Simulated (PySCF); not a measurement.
C₄H₇BF₂, SMILES FB1CCC[C@H]1F. Geometry: PBE0-D3(BJ)/def2-SVP. The structure was generated by enumeration; whether it is a known compound was not checked. The values are those of a single conformer.

Computed equilibrium geometry at PBE0-D3(BJ)/def2-SVP (PySCF confirms it by a frequency run) as bond lengths and angles (one conformer of several):
Atoms: F1 B2 C3 C4 C5 C6 F7 H8 H9 H10 H11 H12 H13 H14. Bonded distances (Å): F1–B2 1.321, B2–C3 1.567, B2–C6 1.600, C3–C4 1.538, C3–H8 1.109, C3–H9 1.100, C4–C5 1.536, C4–H10 1.102, C4–H11 1.101, C5–C6 1.518, C5–H12 1.105, C5–H13 1.102, C6–F7 1.406, C6–H14 1.101. Angles (°): F1–B2–C3 126.5, F1–B2–C6 124.9, C3–B2–C6 108.6, B2–C3–C4 103.2, B2–C3–H8 105.8, B2–C3–H9 115.9, C4–C3–H8 110.5, C4–C3–H9 115.3, H8–C3–H9 105.8, C3–C4–C5 105.5, C3–C4–H10 109.4, C3–C4–H11 113.7, C5–C4–H10 108.9, C5–C4–H11 112.4, H10–C4–H11 106.9, C4–C5–C6 105.9, C4–C5–H12 109.9, C4–C5–H13 113.7, C6–C5–H12 107.9, C6–C5–H13 112.2, H12–C5–H13 107.1, B2–C6–C5 102.1, B2–C6–F7 103.0, B2–C6–H14 119.8, C5–C6–F7 109.1, C5–C6–H14 114.2, F7–C6–H14 107.8.
Charge 0, spin multiplicity 1.
